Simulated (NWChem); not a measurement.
System meant: C$_{2}$H$_{4}$N$_{2}$Si; SMILES [SiH2]1N=CC=N1

Input file for NWChem:

```
start job
memory heap 200 mb stack 900 mb global 1100 mb
geometry units angstroms noautoz
  C      0.000000     0.764045    -1.214416
  N      0.000000     1.363546    -0.072953
  Si     0.000000     0.000000     1.110064
  N      0.000000    -1.363546    -0.072953
  C      0.000000    -0.764045    -1.214416
  H      0.000000     1.325280    -2.175924
  H     -1.236284     0.000000     1.955732
  H      1.236284     0.000000     1.955732
  H      0.000000    -1.325280    -2.175924
end
basis spherical
  * library def2-svp
end
dft
  odft
  mult 2
  xc b3lyp
  iterations 150
  mulliken
end
task dft energy
```

End of the output:

```
                                 NWChem DFT Module
                                 -----------------

 Summary of "ao basis" -> "ao basis" (spherical)
 ------------------------------------------------------------------------------
       Tag                 Description            Shells   Functions and Types
 ---------------- ------------------------------  ------  ---------------------
 C                          def2-svp                 6       14   3s2p1d
 N                          def2-svp                 6       14   3s2p1d
 Si                         def2-svp                 8       18   4s3p1d
 H                          def2-svp                 3        5   2s1p

 Summary of "ao basis" -> "ao basis" (spherical)
 ------------------------------------------------------------------------------
       Tag                 Description            Shells   Functions and Types
 ---------------- ------------------------------  ------  ---------------------
 C                          def2-svp                 6       14   3s2p1d
 N                          def2-svp                 6       14   3s2p1d
 Si                         def2-svp                 8       18   4s3p1d
 H                          def2-svp                 3        5   2s1p

      Symmetry analysis of basis
      --------------------------

        a1         37
        a2         11
        b1         17
        b2         29

  number of electrons :                   44
  multiplicity        :                    2
 ------------------------------------------------------------------------
  no. of electrons and multiplicity not compatible                  44
 ------------------------------------------------------------------------
 ------------------------------------------------------------------------
  current input line :
    24: task dft energy
 ------------------------------------------------------------------------
 ------------------------------------------------------------------------
 There is an error in the input file
 ------------------------------------------------------------------------
 For more information see the NWChem manual at https://nwchemgit.github.io

0: no. of electrons and multiplicity not compatible:Received an Error in Communication
```

Question: Can this run be used? If not, why, and what is the fix?

Answer: The program refused the input. Cause: the multiplicity doesn't fit the number of electrons (an even count wants an odd multiplicity, and the reverse). This input runs:
```
start job
memory heap 200 mb stack 900 mb global 1100 mb
geometry units angstroms noautoz
  C      0.000000     0.764045    -1.214416
  N      0.000000     1.363546    -0.072953
  Si     0.000000     0.000000     1.110064
  N      0.000000    -1.363546    -0.072953
  C      0.000000    -0.764045    -1.214416
  H      0.000000     1.325280    -2.175924
  H     -1.236284     0.000000     1.955732
  H      1.236284     0.000000     1.955732
  H      0.000000    -1.325280    -2.175924
end
basis spherical
  * library def2-svp
end
dft
  xc b3lyp
  iterations 150
  mulliken
end
task dft energy
```
It converges to -477.38270 Ha (B3LYP/def2-SVP).
